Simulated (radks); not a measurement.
Task: All-electron atom: Ir III in [Xe] 4f14 5d7 (the NIST ground configuration). All-electron calculation, scalar-relativistic Kohn-Sham, SCAN, spin-polarised, spherical densities, finite nucleus; open shells are filled with parallel spins first (spin-orbit coupling, left out, can overturn this in heavy ions); meta-GGA in the generalised Kohn-Sham scheme; Fermi nuclear charge, rms radius 5.4032 fm. Program: a radial shooting solver on a logarithmic mesh with Libxc functionals. Some entries of the table are withheld. Estimate them.

orbital,occ.,eigenvalue (hartree),<r^2> (bohr^2),<r> (bohr)
1s up,1,-2800.792,0.0004196,0.01744
1s down,1,-2800.792,0.0004196,0.01744
2s up,1,-491.5080,0.006413,0.07358
2s down,1,-491.5029,0.006413,0.07358
2p up,3,-426.9993,0.005363,0.06623
2p down,3,-426.9942,0.005363,0.06623
3s up,1,-115.9055,0.04140,0.1903
3s down,1,-115.9035,0.04140,0.1903
3p up,3,-96.92910,0.04240,0.1912
3p down,3,-96.92653,0.04240,0.1912
3d up,5,-75.99105,0.03521,0.1734
3d down,5,-75.98615,0.03521,0.1734
4s up,1,-25.45719,0.2020,0.4231
4s down,1,-25.44727,0.2020,0.4232
4p up,3,-19.20453,0.2303,0.4501
4p down,3,-19.19540,0.2302,0.4501
4d up,5,-11.49523,0.2647,0.4784
4d down,5,-11.48500,0.2645,0.4782
5s up,1,(1),1.086,0.9836
5s down,1,(2),1.070,0.9764
4f up,7,-2.96369,0.3527,(3)
4f down,7,-2.94972,0.3493,(4)
5p up,3,-2.75163,1.460,1.136
5p down,3,-2.65102,1.446,1.130
5d up,5,-0.93999,3.005,1.605
5d down,2,-0.84622,3.126,1.631

Result: 
(1) 5s up eigenvalue (hartree): -4.35415
(2) 5s down eigenvalue (hartree): -4.26899
(3) 4f up <r> (bohr): 0.5361
(4) 4f down <r> (bohr): 0.5342
